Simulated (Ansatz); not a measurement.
SnSe, closed-shell singlet (the spin of the measured ground state), most abundant isotopes (79.9165 and 119.9022 u). Constants from fifth-degree fits in 1/R to seven points on the lowest solution found; no spin–orbit coupling, no relativity up to Kr; ω_e x_e and α_e move by some per cent with the fit.

Correlated levels freeze the inner cores; with def2 sets outer-core shells near the valence are correlated too.

Programs: Ansatz (Gaussian orbitals). Values without a source in brackets are computed. In def2 rows elements past Kr take small-core potentials, without spin–orbit coupling.

Total energies (hartree; each atom in its lowest state at that level) and vibrational constants (cm⁻¹):

```csv
level,E(SnSe) at r_e,E(Se),E(Sn),ω_e,ω_e x_e
PBE/def2-TZVPP,-2615.555574,-2401.124886,-214.249349,318,0.58
B3LYP/def2-TZVPP,-2616.022682,-2401.525648,-214.327465,326,0.56
wB97M-V/def2-TZVPP,-2615.727394,-2401.357930,-214.206303,355,0.52
CCSD(T)/def2-QZVPP,-2614.352327,-2400.386812,-213.792505,332,0.63
```

### Question
Work out D_e and D₀ in eV.

### Answer

D_e = E(Se) + E(Sn) − E(molecule), times 27.2114 eV; D₀ = D_e − (ω_e/2 − ω_e x_e/4)/8065.54.
- PBE/def2-TZVPP: D_e = 4.934, zero point 0.020, D₀ = 4.915 eV
- B3LYP/def2-TZVPP: D_e = 4.614, zero point 0.020, D₀ = 4.594 eV
- wB97M-V/def2-TZVPP: D_e = 4.440, zero point 0.022, D₀ = 4.418 eV
- CCSD(T)/def2-QZVPP: D_e = 4.708, zero point 0.021, D₀ = 4.687 eV
No counterpoise correction is made.

Ansatz is a first-principles code.
